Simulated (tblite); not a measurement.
C7H14Se.
SMILES with atom numbers: `[CH2:1]=[CH:2][C@@H:3]([CH3:4])[C@H:5]([SeH:6])[CH2:7][CH3:8]` (hydrogens: H9, H10 on C1; H11 on C2; H12 on C3; H13, H14, H15 on C4; H16 on C5; H17 on Se6; H18, H19 on C7; H20, H21, H22 on C8)

Computed with GFN2-xTB (tblite), gas phase: L-BFGS steps from a force-field or distance-geometry start until the largest atomic force falls under 0.01 eV/Å.

Step 1: E = -687.4662 eV
```
atom  x, y, z in Å  |  force x, y, z in eV/Å
C1     -2.1972    1.2553    0.0864    0.056  -0.136   0.043
C2     -1.6609    0.3968    0.9376    0.186   0.057  -0.057
C3     -0.7700   -0.7612    0.5241   -0.223  -0.001   0.026
C4     -1.5858   -1.7314   -0.3574    0.048   0.022   0.078
C5      0.5156   -0.2586   -0.1814   -0.260   0.319   0.428
Se6     1.6577   -1.8015   -0.6736    0.077  -0.214   0.679
C7      1.3337    0.7124    0.6923    0.025   0.119  -0.049
C8      2.4928    1.3737   -0.0669   -0.097  -0.086   0.088
H9     -2.8235    2.0589    0.4402    0.013  -0.029  -0.178
H10    -2.0339    1.1697   -0.9800   -0.081   0.142   0.175
H11    -1.8647    0.5185    2.0014    0.144  -0.145  -0.236
H12    -0.4774   -1.3064    1.4350    0.042   0.095  -0.143
H13    -1.7941   -1.2930   -1.3401    0.078  -0.123   0.294
H14    -2.5381   -1.9706    0.1297    0.223   0.140  -0.114
H15    -1.0430   -2.6721   -0.4889   -0.049   0.208  -0.073
H16     0.2413    0.2456   -1.1205    0.138  -0.222   0.114
H17     1.8026   -2.2299    0.7693   -0.024   0.156  -0.777
H18     0.6770    1.5169    1.0545   -0.027  -0.264  -0.080
H19     1.7269    0.1823    1.5762   -0.131   0.104  -0.272
H20     2.9841    2.1065    0.5861   -0.132  -0.207  -0.269
H21     3.2349    0.6227   -0.3642   -0.210   0.230   0.007
H22     2.1116    1.8851   -0.9625    0.205  -0.167   0.316
```

Step 2: E = -687.5204 eV
```
atom  x, y, z in Å  |  force x, y, z in eV/Å
C1     -2.1963    1.2516    0.0894   -0.014   0.034  -0.111
C2     -1.6534    0.3982    0.9354    0.026  -0.013   0.031
C3     -0.7787   -0.7615    0.5260    0.093   0.078  -0.037
C4     -1.5850   -1.7331   -0.3532    0.172   0.258  -0.027
C5      0.5060   -0.2455   -0.1673   -0.042  -0.148   0.179
Se6     1.6607   -1.8095   -0.6491   -0.048   0.057   0.052
C7      1.3349    0.7156    0.6928   -0.111   0.066  -0.186
C8      2.4902    1.3725   -0.0651   -0.168  -0.232   0.150
H9     -2.8223    2.0570    0.4334   -0.016   0.014  -0.082
H10    -2.0365    1.1746   -0.9746   -0.043   0.087   0.043
H11    -1.8598    0.5134    1.9927    0.110  -0.091  -0.011
H12    -0.4761   -1.3027    1.4293    0.026   0.010   0.035
H13    -1.7915   -1.2971   -1.3303    0.041  -0.014   0.088
H14    -2.5287   -1.9652    0.1248   -0.129   0.018   0.086
H15    -1.0455   -2.6635   -0.4914    0.109  -0.057  -0.062
H16     0.2463    0.2373   -1.1158    0.078  -0.127   0.020
H17     1.8017   -2.2243    0.7415    0.019  -0.001  -0.152
H18     0.6765    1.5070    1.0513   -0.151   0.030   0.049
H19     1.7217    0.1867    1.5653    0.016  -0.047   0.042
H20     2.9789    2.0983    0.5760    0.044   0.061   0.021
H21     3.2272    0.6311   -0.3638   -0.010  -0.026  -0.053
H22     2.1195    1.8784   -0.9501   -0.004   0.045  -0.074
```

Step 3: E = -687.5256 eV
```
atom  x, y, z in Å  |  force x, y, z in eV/Å
C1     -2.1968    1.2523    0.0884    0.048  -0.059   0.009
C2     -1.6523    0.3980    0.9357   -0.041   0.086  -0.074
C3     -0.7782   -0.7604    0.5259    0.091   0.050   0.021
C4     -1.5826   -1.7301   -0.3529    0.077   0.100   0.031
C5      0.5045   -0.2463   -0.1640    0.006  -0.123   0.057
Se6     1.6603   -1.8094   -0.6465   -0.050   0.073  -0.040
C7      1.3334    0.7166    0.6907   -0.122  -0.001  -0.019
C8      2.4877    1.3695   -0.0631   -0.089  -0.083   0.047
H9     -2.8223    2.0568    0.4316   -0.037   0.039  -0.059
H10    -2.0373    1.1761   -0.9738   -0.029   0.074  -0.015
H11    -1.8578    0.5118    1.9918    0.095  -0.077   0.027
H12    -0.4757   -1.3023    1.4292    0.018   0.010   0.038
H13    -1.7907   -1.2975   -1.3285    0.034   0.029   0.023
H14    -2.5295   -1.9644    0.1254   -0.036   0.040   0.048
H15    -1.0443   -2.6634   -0.4924    0.084  -0.002  -0.045
H16     0.2479    0.2347   -1.1150    0.069  -0.131   0.028
H17     1.8019   -2.2239    0.7372    0.028  -0.028  -0.058
H18     0.6743    1.5066    1.0516   -0.141   0.034   0.040
H19     1.7213    0.1865    1.5648   -0.008  -0.017   0.010
H20     2.9790    2.0984    0.5754    0.014   0.018   0.012
H21     3.2264    0.6314   -0.3645   -0.010  -0.052  -0.042
H22     2.1201    1.8784   -0.9499    0.000   0.019  -0.039
```

**Question.** Estimate the geometry and energy of step 4. (The exact step hangs on the optimiser's Hessian estimate; all steps are aligned on step 3, rigid shifts and turns removed.)

**Answer.** E = -687.5300 eV, largest force 0.168 eV/Å
```
atom  x, y, z in Å  |  force x, y, z in eV/Å
C1     -2.1960    1.2512    0.0885   -0.070   0.122  -0.091
C2     -1.6522    0.4000    0.9338    0.064  -0.063   0.088
C3     -0.7760   -0.7585    0.5266    0.016   0.012   0.061
C4     -1.5793   -1.7262   -0.3515   -0.026  -0.075   0.060
C5      0.5034   -0.2491   -0.1601    0.061  -0.055  -0.054
Se6     1.6589   -1.8078   -0.6450   -0.031   0.059  -0.118
C7      1.3294    0.7170    0.6894   -0.087  -0.034   0.132
C8      2.4839    1.3658   -0.0609    0.014   0.071  -0.057
H9     -2.8231    2.0575    0.4286   -0.019   0.009  -0.048
H10    -2.0386    1.1792   -0.9737   -0.011   0.051  -0.041
H11    -1.8540    0.5086    1.9917    0.076  -0.050   0.011
H12    -0.4749   -1.3015    1.4298    0.009   0.018   0.050
H13    -1.7893   -1.2971   -1.3266    0.032   0.066  -0.016
H14    -2.5303   -1.9625    0.1268    0.076   0.062   0.004
H15    -1.0416   -2.6628   -0.4943    0.041   0.074  -0.016
H16     0.2509    0.2294   -1.1135    0.045  -0.118   0.016
H17     1.8027   -2.2242    0.7320    0.037  -0.054   0.025
H18     0.6694    1.5068    1.0527   -0.113   0.009   0.019
H19     1.7207    0.1863    1.5642   -0.040   0.015  -0.011
H20     2.9792    2.0984    0.5749   -0.032  -0.048  -0.010
H21     3.2254    0.6306   -0.3659   -0.043  -0.054  -0.014
H22     2.1209    1.8785   -0.9502    0.001  -0.017   0.009
```

The energy changes by -0.0044 eV. The first-order estimate −F·Δx gives -0.0072 eV and the mean of the old and new forces, exact on a quadratic surface, -0.0043 eV. The step makes an angle of 25° with the force vector and moves no atom by more than 0.006 Å.

The cost below is that of the whole relaxation. The run took 0.59 s of wall time on an Arm Neoverse N1 with one thread, no GPU, shared host with 32 logical CPUs at a one-minute load of 21.
